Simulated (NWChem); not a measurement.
All runs are NWChem calculations. System: BI3, charge 0, spin multiplicity 1, at a geometry optimised with PBE/def2-SVP with def2 effective core potentials on I. The structure started from a generated list of species. Level: MP2/def2-TZVP with def2 effective core potentials on I, 13 core orbitals frozen.

The NWChem input:

```
start mol
memory heap 200 mb stack 900 mb global 1100 mb
geometry units angstroms nocenter noautoz
  B      0.000000     0.000000    -0.000015
  I      0.000000     0.000000     2.135001
  I      1.848995     0.000000    -1.067500
  I     -1.848995     0.000000    -1.067500
  symmetry group C2v
end
basis spherical
  * library def2-tzvp
end
ecp
  I library def2-ecp
end
scf
  rhf
  nopen 0
  maxiter 100
  thresh 1e-7
  semidirect memsize 60000000 filesize 0
end
mp2
  freeze core 13
end
task mp2 energy
```

Part of the output:

```
             Northwest Computational Chemistry Package (NWChem) 7.3.0
             --------------------------------------------------------

                                NWChem Input Module
                                -------------------

 Scaling coordinates for geometry "geometry" by  1.889725989
 (inverse scale =  0.529177249)

 Turning off AUTOSYM since
 SYMMETRY directive was detected!

                             Geometry "geometry" -> ""
                             -------------------------

 Output coordinates in angstroms (scale by  1.889725989 to convert to a.u.)

  No.       Tag          Charge          X              Y              Z
 ---- ---------------- ---------- -------------- -------------- --------------
    1 B                    5.0000     0.00000000     0.00000000    -0.00001500
    2 I                   53.0000     0.00000000     0.00000000     2.13500100
    3 I                   53.0000     1.84899500     0.00000000    -1.06750000
    4 I                   53.0000    -1.84899500     0.00000000    -1.06750000

 Effective nuclear repulsion energy (a.u.)    1402.9474719768

            Nuclear Dipole moment (a.u.)
            ----------------------------
        X                 Y               Z
 ---------------- ---------------- ----------------
     0.0000000000     0.0000000000    -0.0000415740

      Symmetry information
      --------------------

 Group name             C2v
 Group number             16
 Group order               4
 No. of unique centers     3

      Symmetry unique atoms

     1    2    3


 Summary of "ao basis" -> "" (spherical)
 ------------------------------------------------------------------------------
       Tag                 Description            Shells   Functions and Types
 ---------------- ------------------------------  ------  ---------------------
 *                         def2-tzvp                  on all atoms

 Summary of "ao basis" -> "ao basis" (spherical)
 ------------------------------------------------------------------------------
       Tag                 Description            Shells   Functions and Types
 ---------------- ------------------------------  ------  ---------------------
 B                         def2-tzvp                11       31   5s3p2d1f
 I                         def2-tzvp                16       50   6s5p3d2f

                                 NWChem SCF Module
                                 -----------------

  ao basis        = "ao basis"
  functions       =   181
  atoms           =     4
  closed shells   =    40
  open shells     =     0
  charge          =   0.00
  wavefunction    = RHF
  use symmetry    = T
  symmetry adapt  = T

 Summary of "ao basis" -> "ao basis" (spherical)
 ------------------------------------------------------------------------------
       Tag                 Description            Shells   Functions and Types
 ---------------- ------------------------------  ------  ---------------------
 B                         def2-tzvp                11       31   5s3p2d1f
 I                         def2-tzvp                16       50   6s5p3d2f

      Symmetry analysis of basis
      --------------------------

        a1         68
        a2         25
        b1         52
        b2         36

 Forming initial guess at       0.2s

      Superposition of Atomic Density Guess
      -------------------------------------

 Sum of atomic energies:       -1066.02020758

      Non-variational initial energy
      ------------------------------
[...]
   Bfn.  Coefficient  Atom+Function         Bfn.  Coefficient  Atom+Function
  ----- ------------  ---------------      ----- ------------  ---------------
     5      3.699816  1 B  s                 37     -1.192786  2 I  s
    87     -1.192894  3 I  s                137     -1.192894  4 I  s
     4     -0.621708  1 B  s                 52      0.554486  2 I  pz
   100      0.480310  3 I  px               150     -0.480310  4 I  px
   102     -0.277270  3 I  pz               152     -0.277270  4 I  pz

 center of mass
 --------------
 x =   0.00000000 y =   0.00000000 z =  -0.00000018

 moments of inertia (a.u.)
 ------------------
        3098.474680193563           0.000000000000           0.000000000000
           0.000000000000        6197.050530489052           0.000000000000
           0.000000000000           0.000000000000        3098.575850295490

  Mulliken analysis of the total density
  --------------------------------------

    Atom       Charge   Shell Charges
 -----------   ------   -------------------------------------------------------
    1 B    5     5.17   0.91  1.07  0.45  0.70 -0.02  0.72  1.06  0.01  0.03  0.22  0.02
    2 I   25    24.94   0.19 -0.77  1.58  1.01  1.09  0.79 -0.49  6.45  1.35  2.75  0.94  9.23  0.77  0.05  0.01  0.00
    3 I   25    24.94   0.19 -0.77  1.58  1.01  1.09  0.79 -0.49  6.45  1.35  2.75  0.94  9.23  0.77  0.05  0.01  0.00
    4 I   25    24.94   0.19 -0.77  1.58  1.01  1.09  0.79 -0.49  6.45  1.35  2.75  0.94  9.23  0.77  0.05  0.01  0.00

       Multipole analysis of the density wrt the origin
       ------------------------------------------------

     L   x y z        total         open         nuclear
     -   - - -        -----         ----         -------
     0   0 0 0      0.000000      0.000000     80.000000

     1   1 0 0     -0.000000      0.000000      0.000000
     1   0 1 0      0.000000      0.000000      0.000000
     1   0 0 1     -0.000007      0.000000     -0.000094

     2   2 0 0    -63.637054      0.000000    610.434611
     2   1 1 0      0.000000      0.000000      0.000000
     2   1 0 1     -0.000000      0.000000      0.000000
     2   0 2 0    -64.685628      0.000000      0.000000
     2   0 1 1      0.000000      0.000000      0.000000
     2   0 0 2    -63.637326      0.000000    610.414680

                   NWChem MP2 Semi-direct Energy/Gradient Module
                   ---------------------------------------------

  Basis functions       =    181
  Molecular orbitals    =    181
  Frozen core           =     13
  Frozen virtuals       =      0
  Active alpha occupied =     27
  Active beta occupied  =     27
  Active alpha virtual  =    141
  Active beta virtual   =    141
  Use MO symmetry       = T
  Use skeleton AO sym   = T

  AO/Fock/Back tols     =   1.0D-09  1.0D-09  1.0D-09

 GA uses MA = F    GA memory limited = T

 Available:
  local mem=  1.26D+08
 global mem=  1.44D+08
 local disk=  0.00D+00
  mp2_memr nvloc                   141
  nvloc new                   141
   1 passes of  27:        5242880                     257106                 193371661.
   1 passes of  27: M    126138610           G      144113678           F     120895730.
  mp2_memr nvloc                   141
  nvloc new                   141
   2 passes of  14:        5242880                     165492                 100293754.
   2 passes of  14: M    126138610           G      144113678           F     120895730.

 Semi-direct pass number   1 of   2  for RHF alpha+beta  at       12.4s
  vrange nnbf                 14935
  mp2_eaftype                   382  avail_ma_in_mb                  1099
 EAF : mp2_eaftype filesize         382   50146877.
  mp2_eaf for mointskh                    382
Node 0 wrote    235.9 Mb in      0.1 s     Agg I/O rate:  3511.8 Mb/s
 Done moints_semi at       41.9s
  mp2_eaftype                   382  avail_ma_in_mb                   717
 EAF : mp2_eaftype filesize         382   50146877.
  mp2_eaf for kh                   382
 Done maket at       42.7s
 Semi-direct pass number   2 of   2  for RHF alpha+beta  at       42.7s
  vrange nnbf                 14935
  mp2_eaftype                   382  avail_ma_in_mb                   717
 EAF : mp2_eaftype filesize         382   50146877.
  mp2_eaf for mointskh                    382
Node 0 wrote    219.0 Mb in      0.1 s     Agg I/O rate:  3346.6 Mb/s
 Done moints_semi at       62.2s
  mp2_eaftype                   382  avail_ma_in_mb                   717
 EAF : mp2_eaftype filesize         382   50146877.
  mp2_eaf for kh                   382
 Done maket at       62.8s
 Done multipass loop at       62.8s

          -------------------------------------------
          SCF energy                -914.744764377297
          Correlation energy          -1.593360478495
          Singlet pairs               -0.718839410287
          Triplet pairs               -0.874521068208
          Total MP2 energy          -916.338124855792
          -------------------------------------------

          ---------------------------------------------------
                    Spin Component Scaled (SCS) MP2
          Same spin pairs                     -0.583014045472
          Same spin scaling factor             0.333333333333
          Opposite spin pairs                 -1.010346433023
          Opposite spin scaling fact.          1.200000000000
          SCS-MP2 correlation energy          -1.406753734785
          Total SCS-MP2 energy              -916.151518112082
          ---------------------------------------------------

 -----------------------
 Performance information
 -----------------------

 Timer overhead =  1.67D-07 seconds/call

               Nr. of calls         CPU time (s)                 Wall time (s)                GFlops
             ---------------    -------------------     ------------------------------   -------------------
Name         Min   Avg   Max    Min     Avg     Max     Min     Avg     Max   Mx/calls   Min     Max     Sum
mp2: moin     2     2     2    49.     49.     49.      49.     49.     49.     24.      0.0     0.0     0.0
mp2: make     2     2     2    1.5     1.5     1.5      1.5     1.5     1.5    0.73      0.0     0.0     0.0
mp2: tota     1     1     1    51.     51.     51.      51.     51.     51.     51.      0.0     0.0     0.0

 The average no. of pstat calls per process was 5.00D+00
 with a timing overhead of 8.36D-07s

 Task  times  cpu:       62.8s     wall:       62.8s

 Total times  cpu:       62.8s     wall:       62.8s
```
